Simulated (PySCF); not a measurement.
F2H4MoO4, SMILES [OH][Mo]([F])([F])([OH])([OH])[OH], multiplicity 1. Atoms are numbered in the order given.

```xyz
11

Mo     0.0000     0.0000     0.0708
F      0.3293    -1.2391    -1.3109
F     -0.3293     1.2391    -1.3109
O      1.7392     0.7657    -0.0917
H      1.8479     1.3851    -0.8314
O     -1.7392    -0.7657    -0.0917
H     -1.8479    -1.3851    -0.8314
O      0.8346    -1.0916     1.3136
H      1.7879    -1.2599     1.3670
O     -0.8346     1.0916     1.3136
H     -1.7879     1.2599     1.3670
```

Geometry optimised at r2SCAN-D4/def2-SVP. The multiplicity is an assumed one; other spin states were not compared. The def2 effective core potentials stand for the cores of Mo; spin–orbit coupling is left out. Other conformers were not sampled.

These are M06-2X/def2-TZVP run with PySCF values and carry that method's errors.

Computed frontier levels, gap, dipole moment and polarisability:
The highest occupied level is -11.30 eV. The lowest empty level is -3.00 eV. The orbital gap is 8.30 eV and the dipole moment is 1.13 D. The quadrupole, principal values (traceless, Buckingham form, about the centre of nuclear charge) is -6.48, -1.30, 7.78 D·Å. The mean static polarisability comes out as 62.8 bohr³ (9.31 Å³) and the polarisability, principal values is 57.9, 58.6, 72.0 bohr³.
